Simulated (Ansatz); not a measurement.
Mulliken charges of CH₃ClGaNO (`C=[N][Ga]([OH])[Cl]`) from r2SCAN/def2-TZVPP in Ansatz (PBE0-D4/def2-TZVP geometry).

```csv
atom,x (Å),y (Å),z (Å),charge (e)
C1,-0.296,1.452,0.938,0.039
N2,0.448,1.238,-0.060,-0.316
Ga3,0.462,-0.487,-0.754,0.632
O4,-0.561,-1.757,-0.041,-0.422
Cl5,1.690,-1.008,-2.415,-0.272
H6,-0.329,2.461,1.372,0.060
H7,-0.937,0.709,1.436,0.079
H8,-0.476,-2.608,-0.476,0.198
```

Question: By hand: the dipole of these point charges (1 e Å = 4.8032 D).

Answer: Σ q r = (-0.272, 0.061, 0.355) e Å, of length 0.451 e Å = 2.17 D.

Question: How does the dipole of the full density compare? (Best estimate.)

Answer: The calculation gave: (-0.259, -0.081, 0.286) e Å, 1.89 D; the point charges give 1.15 times that, at 20° from its direction.

Point charges leave out the atoms' own dipoles, such as those of lone pairs, and Mulliken's split depends on the basis, so the two needn't agree.
